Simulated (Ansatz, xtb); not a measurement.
# Ligand exchange: CH2F2 + IBr → CH2FI + BrF

Species: CH2F2 (difluoromethane) `FCF`, singlet; IBr, singlet; CH2FI (fluoroiodomethane) `FCI`, singlet; BrF (bromine fluoride), singlet. The partners trade F for I: C–F and Br–I bonds give way to C–I and Br–F.

Shapes, held fixed at every level: PBE0-D4/def2-TZVP. Programs: Ansatz 0.2.0, xtb 6.7.1. The zero-point and thermal change to 298 K, harmonic and unscaled (PBE0-D4/def2-TZVP), is -4.9 kJ/mol.

```
               level                   kind  ΔH(298 K) (kJ/mol)  less CCSD(T)/def2-TZVPP
            GFN0-xTB         semi-empirical              +138.6                    -55.8
       HF/def2-TZVPP           Hartree–Fock              +232.3                    +37.9
    SPW92/def2-TZVPP                    LDA              +194.1                     -0.3
r2SCAN-D4/def2-TZVPP               meta-GGA              +196.6                     +2.2
  PBE0-D4/def2-TZVPP          global hybrid              +200.7                     +6.3
   B2PLYP/def2-TZVPP          double hybrid              +196.0                     +1.6
      MP2/def2-TZVPP    perturbation theory              +197.3                     +2.9
     CCSD/def2-TZVPP  coupled cluster or CI              +200.5                     +6.1
  CCSD(T)/def2-TZVPP  coupled cluster or CI              +194.4                      0.0
```

The highest level, CCSD(T)/def2-TZVPP, gives ΔH(298 K) = +194.4 kJ/mol; the levels span +138.6 to +232.3. The column of differences is taken from that level and isn't an error. No measured value is set beside it here. For atoms past krypton def2 sets carry core potentials with scalar relativity. Relativity is left out for Br. Outer-core shells of Br, I are correlated, in sets that cover them unevenly.
